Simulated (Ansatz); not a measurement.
Stepwise reaction of `[O]=[Mo]([F])([F])=[S]` with ammonia, as a gas-phase model of exchange steps in deposition or etching. ΔE in kJ/mol; ΔG adds harmonic PBE0-D4 terms to CCSD(T)/CBS, at 1 bar.

Gas-phase electronic energies from Ansatz, PBE0-D4/def2-TZVP geometries. CBS: MP2 limit from def2 TZ/QZ plus the TZ coupled-cluster correction, frozen cores. This one scheme is used for every species. Functionals use def2-TZVPP. B3LYP here is the variant with VWN-RPA as its local correlation; programs differ in this. def2 core potentials past Kr. For Mo outer-core shells are correlated without core-valence functions, which leaves a few kJ/mol of doubt a bond. Each species was taken in one conformer, which may not be the lowest.

```
step                                                           reaction  PBE-D4  B3LYP-D4  ωB97M-V  CCSD(T)/CBS  ΔG(500 K)
   1  `[O]=[Mo]([F])([F])=[S]` + NH₃ → `[NH2][Mo](=[O])([F])=[S]` + H–F    38.8      36.3     37.5         25.8       26.2
```

**Question.** Give the row of step 2, `[NH2][Mo](=[O])([F])=[S]` + NH₃ → `[NH2][Mo]([NH2])(=[O])=[S]` + H–F. (Estimate.)

**Answer.** Ansatz gave: 
| step | reaction | PBE-D4 | B3LYP-D4 | ωB97M-V | CCSD(T)/CBS | ΔG(500 K) |
| --- | --- | --- | --- | --- | --- | --- |
| 2 | `[NH2][Mo](=[O])([F])=[S]` + NH₃ → `[NH2][Mo]([NH2])(=[O])=[S]` + H–F | 63.1 | 61.6 | 62.8 | 51.8 | 46.6 |

**Question.** By hand: ΔE of the 2 steps together at CCSD(T)/CBS.

**Answer.** (25.8) + (51.8) = 77.6 kJ/mol, or 38.8 kJ/mol a step.

In ΔE each step is higher than the one before. All are uphill at CCSD(T)/CBS. ΔG lies between 26.2 and 46.6 kJ/mol a step. PBE-D4 differs from CCSD(T)/CBS by 11.3 to 13.0 kJ/mol a step. Isolated molecules leave out the surface, adducts and barriers. Largest T1 diagnostic: 0.025.
